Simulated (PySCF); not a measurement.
**How methods differ on the excitation energy of B**

B [He] 2s2 2p1 (2P) → B [He] 2s2 3s1 (2S), as a difference of total energies. All numbers are calculated (PySCF 2.14, no relativity, point nucleus, in aug-cc-pVDZ). Correlated levels: valence: 1s2 frozen. The calculations carry no spin-orbit coupling.

| method | excitation energy (eV) | error (eV) |
| --- | --- | --- |
| UHF | 5.106 | +0.143 |
| MP2 (valence) | 5.072 | +0.109 |
| SCS-MP2 (valence) | 5.053 | +0.090 |
| CCSD (valence) | 4.909 | -0.054 |
| CCSD(T) (valence) | 4.916 | -0.047 |
| CCSDT (valence) | 4.918 | -0.045 |
| FCI (valence) | 4.918 | -0.045 |

Reference: 4.963 eV (measured; NIST levels, between the centres of gravity of the two terms).

Errors of the correlated levels include the incompleteness of this basis and the frozen core.
